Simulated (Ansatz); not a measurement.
`BN[SiH2]O` + `S[SiH](Cl)Cl` → `O[SiH2]S[SiH](Cl)Cl` + `BN`  (ligand exchange at the Si–N bond)

Program: Ansatz. Geometries: PBE0-D4/def2-TZVP. ΔE: electronic, gas phase. CBS: MP2 limit from def2 TZ/QZ plus the TZ coupled-cluster correction, frozen cores. This one scheme is used for every species. Functionals use def2-TZVPP. B3LYP here is the variant with VWN-RPA as its local correlation; programs differ in this. One conformer a species, not always the lowest.

Task: Is it downhill or uphill in electronic energy at CCSD(T)/CBS, and by how much? (An estimate is asked.)

Result: Computed: Downhill: ΔE = -21.9 kJ/mol.

Task: What do these levels give: PBE-D4, r2SCAN-D4, PBE0-D4, B3LYP-D4, ωB97X-V, ωB97M-V, PBE, r2SCAN, B3LYP, CCSD/def2-TZVPP, SCS-MP2/def2-QZVPP, HF/CBS(def2)? (An estimate is asked.)

Result: Computed: PBE-D4 -35.0, r2SCAN-D4 -28.3, PBE0-D4 -31.6, B3LYP-D4 -24.5, ωB97X-V -22.3, ωB97M-V -23.7, PBE -29.0, r2SCAN -26.6, B3LYP -14.6, CCSD/def2-TZVPP -14.3, SCS-MP2/def2-QZVPP -18.5, HF/CBS(def2) -1.3 kJ/mol.

Largest T1 diagnostic among the species: 0.012.

In def2-TZVPP, CCSD(T) changes the Hartree–Fock value by −15.9 kJ/mol (the triples alone add −3.9 kJ/mol) and MP2 by −20.6 kJ/mol. The D4 term adds −9.9 kJ/mol with B3LYP and −5.6 kJ/mol with PBE0; it sums over pairs of atoms, weighted by their polarisabilities, and B3LYP, whose exchange is more repulsive, gets the larger term.
